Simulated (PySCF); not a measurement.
Species: C6H5BF2O.
SMILES: `Oc1ccccc1B(F)F`

Torsions of this conformer, `[OH:1][c:2]1[cH:3][cH:4][cH:5][cH:6][c:7]1[B:8]([F:9])[F:10]`: C6–C7–B8–F9 179°, H–O1–C2–C3 -179°.

The closed-shell ground state was solved at several levels (PySCF, density fitting, gas phase, non-relativistic). Geometry: PBE0-D3(BJ)/def2-SVP, one conformer, isolated molecule.

```tsv
level	basis functions	HOMO (eV)	LUMO (eV)	gap (eV)	dipole (D)
B3LYP/pcJ-1	320	-6.68	-1.72	4.96	1.31
CAM-B3LYP/def2-SVPD	249	-8.14	-0.57	7.57	1.45
PBE0/pcSseg-1	195	-6.92	-1.57	5.35	1.32
```

What might HF/pcSseg-1 (195 basis functions) give for the same quantities?

HOMO -8.97 eV, LUMO 1.93 eV, gap 10.90 eV, dipole 1.73 D.

Over all these levels, which gives the widest orbital gap and which the narrowest?

HF/pcSseg-1 (Hartree–Fock, all exact exchange) has the widest, 10.90 eV, and B3LYP/pcJ-1 (global hybrid, 20 % exact exchange) the narrowest, 4.96 eV. Functional and basis both differ between the two, so the spread mixes both effects. The HOMO need not be the same orbital at Hartree–Fock and at DFT levels.

How far do the dipole and the HOMO energy spread over the levels?

The dipole runs from 1.31 to 1.73 D (mean 1.45 D) and the HOMO from -8.97 to -6.68 eV.
